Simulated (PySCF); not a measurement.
## Mayer bond orders and bond lengths

Species: H15NSi6.
Atom-mapped SMILES: `[SiH3:1][NH:2][SiH2:3][Si@H:4]([SiH3:5])[SiH2:6][SiH3:7]` (hydrogens: H8, H9, H10 on Si1; H11 on N2; H12, H13 on Si3; H14 on Si4; H15, H16, H17 on Si5; H18, H19 on Si6; H20, H21, H22 on Si7)

Cartesian coordinates in Å at the GFN2-xTB level; atoms count from 1:
```xyz
22
H15NSi6 angstrom
Si     2.414    1.949   -0.230
N      1.639    0.939   -1.397
Si     1.484   -0.796   -1.432
Si     0.042   -1.424    0.277
Si    -1.402   -3.120   -0.405
Si    -1.127    0.360    1.251
Si    -2.139    1.800   -0.247
H      2.306    1.236    1.041
H      1.690    3.221   -0.225
H      3.827    2.185   -0.553
H      1.495    1.387   -2.287
H      0.942   -1.066   -2.772
H      2.825   -1.400   -1.402
H      0.880   -2.033    1.344
H     -2.310   -3.579    0.648
H     -0.725   -4.325   -0.895
H     -2.260   -2.670   -1.506
H     -2.156   -0.182    2.163
H     -0.272    1.128    2.173
H     -3.077    1.079   -1.116
H     -1.171    2.448   -1.134
H     -2.916    2.882    0.364
```

Bond orders from the PBE0/pcSseg-1 density (PySCF). Isolated species at its GFN2-xTB geometry (one conformer only). GFN2-xTB frequencies show an imaginary mode (32i cm⁻¹), so this geometry is no minimum at that level.

Q: How far do the computed orders between heavy atoms stray from the drawn ones?

A: The largest departure is 0.166, at Si3–Si4 (drawn single, 0.834). Drawn single, order below 0.88: Si3–Si4 (0.834) and Si4–Si6 (0.869).

Q: Set the Mayer orders of the bonds beside their lengths.

A: 
| bond | drawn as | length (Å) | Mayer order |
| --- | --- | --- | --- |
| Si1–N2 | single | 1.727 | 0.941 |
| N2–Si3 | single | 1.742 | 0.935 |
| Si3–Si4 | single | 2.323 | 0.834 |
| Si4–Si5 | single | 2.330 | 0.897 |
| Si4–Si6 | single | 2.345 | 0.869 |
| Si6–Si7 | single | 2.311 | 0.895 |
| Si1–H8 | single | 1.462 | 0.939 |
| Si1–H9 | single | 1.464 | 0.941 |
| Si1–H10 | single | 1.469 | 0.922 |
| N2–H11 | single | 1.007 | 0.923 |
| Si3–H12 | single | 1.471 | 0.946 |
| Si3–H13 | single | 1.472 | 0.922 |
| Si4–H14 | single | 1.486 | 0.924 |
| Si5–H15 | single | 1.465 | 0.934 |
| Si5–H16 | single | 1.466 | 0.935 |
| Si5–H17 | single | 1.466 | 0.927 |
| Si6–H18 | single | 1.478 | 0.932 |
| Si6–H19 | single | 1.473 | 0.928 |
| Si7–H20 | single | 1.468 | 0.931 |
| Si7–H21 | single | 1.464 | 0.930 |
| Si7–H22 | single | 1.466 | 0.934 |

By pair of heavy elements: N–Si: all 2 within 0.02 of one another (0.935 to 0.941). Si–Si: lowest Si3–Si4 (0.834, 2.323 Å), highest Si4–Si5 and Si6–Si7 (0.897, 2.330 Å); in 2 of the 6 pairs the longer bond (by over 0.003 Å) has the higher order (by 0.02 or more). Bonds named together lie within 0.004.

Q: Sum the orders of all bonds at each heavy atom with more than one neighbour and set the sums beside the valence in the SMILES.

A: Si1 3.743 (drawn 4), N2 2.799 (drawn 3), Si3 3.637 (drawn 4), Si4 3.524 (drawn 4), Si5 3.693 (drawn 4), Si6 3.624 (drawn 4), Si7 3.690 (drawn 4). Orders between atoms that aren't bonded are not in these sums.

Mayer orders depend on the basis set.
